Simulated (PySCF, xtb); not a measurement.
**Two structures of H2InNO**

We compare I, a singlet given by its coordinates, with II, `O[NH][In]`, a singlet. Both are isolated molecules in the gas phase, relaxed with PBE0-D4/def2-SVP; the shapes shown needn't be the lowest conformers.

I (Å):

```xyz
5

In   -0.3170    0.0177   -1.0841
N    -1.3897   -0.2222    0.6040
O     0.7861    0.1954   -2.5498
H    -2.1202   -0.9268    0.5040
H    -1.8418    0.6413    0.9040
```

Close contacts (Å): In1–N2 2.01, In1–O3 1.84, N2–H4 1.02, N2–H5 1.02.

II (Å):

```yaml
atoms:
  - { symbol: In, position_ang: [-1.6350, -0.2873, -0.2990] }
  - { symbol: N, position_ang: [0.3743, -0.1145, 0.3711] }
  - { symbol: O, position_ang: [0.2080, 0.7065, 1.5310] }
  - { symbol: H, position_ang: [0.6620, 1.5291, 1.3105] }
  - { symbol: H, position_ang: [1.1416, -0.7601, 0.5646] }
```

Problem. Estimate E(II) − E(I) at the level CCSD(T)/def2-TZVP.

Solution. Calculated at CCSD(T)/def2-TZVP: E(II) − E(I) = +8.6 kcal/mol, so structure I lies lower.

The same difference at several levels:

```tsv
level	geometry	E(II) − E(I) (kcal/mol)	departure from the last row (kcal/mol)	job, with rough time for the two
PBE0-D4/def2-SVP	PBE0-D4/def2-SVP	−6.9	−15.5	optimisation, 82 s
HF/def2-TZVP	PBE0-D4/def2-SVP	−9.0	−17.7	part of the CCSD(T) run
MP2/def2-TZVP	PBE0-D4/def2-SVP	+15.2	+6.6	part of the CCSD(T) run
CCSD(T)/def2-TZVP	PBE0-D4/def2-SVP	+8.6		single point, 3.5 min
```

PBE0-D4/def2-SVP, HF/def2-TZVP put the two in the other order. The largest departure from CCSD(T)/def2-TZVP is that of HF/def2-TZVP, 17.7 kcal/mol. No reliable frequencies are at hand for II, so it isn't confirmed as a minimum. Levels run at GFN2-xTB geometries aren't shown.

The T1 diagnostic of structure I is large, so the coupled-cluster value is less sure. The correlated steps freeze 6 core orbitals; the filled d shell of In is correlated, in a basis made for valence electrons. Atoms past krypton carry core potentials in the def2 sets and no spin–orbit term is included. Programs: PySCF 2.14.0, xtb 6.7.1; the last row on 2 threads of Arm Neoverse V1 on a shared host.
